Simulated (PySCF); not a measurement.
**Potential energy of PbS along the bond**

Set-up: basis Pb cc-pVTZ-PP with ECP60, S cc-pV(T+d)Z; scalar-relativistic core potentials; PySCF 2.14. Energies in eV from Pb + S in their ground configurations at the same level. State: ¹Σ⁺ (singlet), closed shell.

All columns are PBE0. A positive dipole means Pb(−)S(+).

| R (Å) | E (eV) | μ (D) | Mulliken charge on Pb (basis-dependent) | HOMO (eV) | LUMO (eV) | Mayer bond order | ⟨S²⟩ |
| --- | --- | --- | --- | --- | --- | --- | --- |
| 1.969 | -2.905 | -2.21 | 0.23 | -6.98 | -1.80 | 2.48 | 0.00 |
| 2.061 | -3.836 | -2.77 | 0.29 | -7.11 | -1.98 | 2.41 | 0.00 |
| 2.153 | -4.347 | -3.32 | 0.35 | -7.18 | -2.16 | 2.35 | 0.00 |
| 2.221 | -4.528 | -3.72 | 0.38 | -7.15 | -2.30 | 2.32 | 0.00 |
| 2.290 | -4.580 | -4.10 | 0.41 | -6.98 | -2.43 | 2.29 | 0.00 |
| 2.359 | -4.532 | -4.47 | 0.44 | -6.82 | -2.56 | 2.26 | 0.00 |
| 2.450 | -4.355 | -4.93 | 0.47 | -6.63 | -2.72 | 2.24 | 0.00 |
| 2.565 | -4.012 | -5.45 | 0.49 | -6.42 | -2.91 | 2.22 | 0.00 |
| 2.702 | -3.499 | -6.02 | 0.51 | -6.21 | -3.12 | 2.20 | 0.00 |
| 2.885 | -2.747 | -6.67 | 0.51 | -5.99 | -3.37 | 2.20 | 0.00 |

A fit through these points gives, at Re = 2.288 Å, μ = -4.09 D and dμ/dR = -5.45 D/Å; the reduced mass is 27.71 u.

Task: How strong is the fundamental in the double-harmonic approximation, I = 42.26·(dμ/dR)²/μred km/mol?

Result: I = 42.26·(-5.45)²/27.71 = 45.3 km/mol at PBE0.

Spin–orbit coupling is left out, which matters for elements this heavy, above all for dissociation energies.
